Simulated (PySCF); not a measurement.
Run record: geometry optimisation, `C=CCc1ccc(Br)cc1`.

Method: PBE0-D3(BJ)/def2-SVP geometry optimisation, gas phase (PySCF 2.14.0). Start geometry: GFN2-xTB. The command runs a driver script over a list of jobs; the input below is this job's line of settings and its coordinates in Å.

Command:
```bash
OMP_NUM_THREADS=1 python probes_run.py task.json out
```

Input:
```
{"job": {"xc": "PBE0", "basis": "def2-SVP", "d3": "d3bj", "grid": 1, "shake": 0.01, "kind": "geom"}, "charge": 0, "multiplicity": 1}
C      3.158130    -0.541010     0.702860
C      1.974550    -0.006910     1.064910
C      1.202050     1.029700     0.277510
C     -0.094070     0.485360    -0.091340
C     -0.283940    -0.281980    -1.252460
C     -1.513080    -0.806780    -1.584510
C     -2.583600    -0.590780    -0.750890
Br    -4.281350    -1.305600    -1.221880
C     -2.466440     0.157230     0.429620
C     -1.231760     0.679530     0.744860
H      3.625880    -0.207990    -0.197240
H      3.649490    -1.259590     1.295110
H      1.467670    -0.321310     1.967560
H      1.077230     1.927190     0.911180
H      1.777560     1.292220    -0.610010
H      0.568940    -0.432890    -1.877060
H     -1.622340    -1.384050    -2.484710
H     -3.328230     0.319050     1.055640
H     -1.127420     1.255650     1.641600
```

Give the output.

```
step   0  E = -2921.24588633  max force = 0.053076
step   1  E = -2921.25308359  max force = 0.006358
step   2  E = -2921.25333628  max force = 0.001646
step   3  E = -2921.25336424  max force = 0.002705
step   4  E = -2921.25342503  max force = 0.001382
step   5  E = -2921.25345997  max force = 0.002094
step   6  E = -2921.25354573  max force = 0.001692
step   7  E = -2921.25378899  max force = 0.001506
step   8  E = -2921.25387514  max force = 0.001480
step   9  E = -2921.25397118  max force = 0.001612
step  10  E = -2921.25397500  max force = 0.001265
step  11  E = -2921.25400755  max force = 0.001098
step  12  E = -2921.25403074  max force = 0.000925
step  13  E = -2921.25403796  max force = 0.000592
step  14  E = -2921.25403929  max force = 0.000123
optimisation converged
```

Energies in Eh; «max force» is the largest Cartesian gradient component in Eh/bohr.

How much energy does the optimisation release, in kJ/mol?

E(step 0) − E(last step) = 0.008153 Eh, which is 21.4 kJ/mol.

Summary of the converged run: final energy -2921.25404 Eh after 14 steps; dipole 1.87 D.

Where do the atoms end?

0.532 Å rms from the input after alignment:
```
atom  x, y, z in Å
C1     3.3103   -0.2888    0.3569
C2     2.1209   -0.1458    0.9427
C3     1.1294    0.9312    0.6236
C4    -0.1924    0.3994    0.1197
C5    -0.2316   -0.5803   -0.8789
C6    -1.4407   -1.0619   -1.3721
C7    -2.6357   -0.5603   -0.8582
Br8   -4.2822   -1.2087   -1.5163
C9    -2.6262    0.4116    0.1393
C10   -1.4056    0.8811    0.6199
H11    3.6500    0.4050   -0.4195
H12    3.9908   -1.0984    0.6339
H13    1.8113   -0.8652    1.7111
H14    0.9427    1.5395    1.5247
H15    1.5619    1.6150   -0.1276
H16    0.7062   -0.9789   -1.2749
H17   -1.4585   -1.8255   -2.1516
H18   -3.5662    0.7957    0.5390
H19   -1.4005    1.6429    1.4046
```

How long does this job take on one thread of an Arm Neoverse V1, shared host with 64 logical CPUs at a one-minute load of 20? And the peak memory of the process?

About 6.5 min, with 0.90 GiB resident at the peak, the Python interpreter and its libraries included.
Labels such as C1 count atoms from 1, the log's own numbers from 0.
